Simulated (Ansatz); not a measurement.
BH2O2 (SMILES O[B]O) moved off its minimum; all values from Ansatz (an electronic-structure program), cores frozen in correlated methods. Open shells are unrestricted.
(charge 0, multiplicity 2)
```xyz
5

O      0.97974     0.17597    -0.25395
B     -0.00915    -0.47730    -0.02778
O     -1.11323    -0.19531     0.32081
H      1.28795     0.92547    -0.03561
H     -1.17626     0.76216     0.83322
```

| level | largest force (eV/Å) | on atom | rms difference from CCSD(T)/cc-pVTZ (eV/Å) | dipole (D) |
|---|---|---|---|---|
| HF/def2-TZVPP | 13.66 | O3 | 0.693 | 3.79 |
| PBE/def2-TZVPP | 11.74 | O3 | 0.655 | 2.92 |
| r2SCAN/def2-TZVPP | 11.81 | O3 | 0.512 | 3.08 |
| B3LYP/def2-TZVPP | 11.74 | O3 | 0.546 | 3.05 |
| wB97M-V/def2-TZVPP | 12.24 | O3 | 0.367 | 3.29 |
| MP2/cc-pVTZ | 13.47 | O3 | 0.119 | 3.53 |
| CCSD(T)/cc-pVTZ | 13.23 | O3 | 0.000 | 3.41 |

The differences count from one level among others, with limits of its own. Forces at CCSD(T)/cc-pVTZ (eV/Å):

```
atom       Fx      Fy      Fz
----  -------  ------  ------
O1      5.262  -3.983  -4.218
B2      2.425  -7.268  -2.253
O3    -10.829   5.169   5.578
H4      3.165   8.741   2.581
H5     -0.024  -2.659  -1.689
```
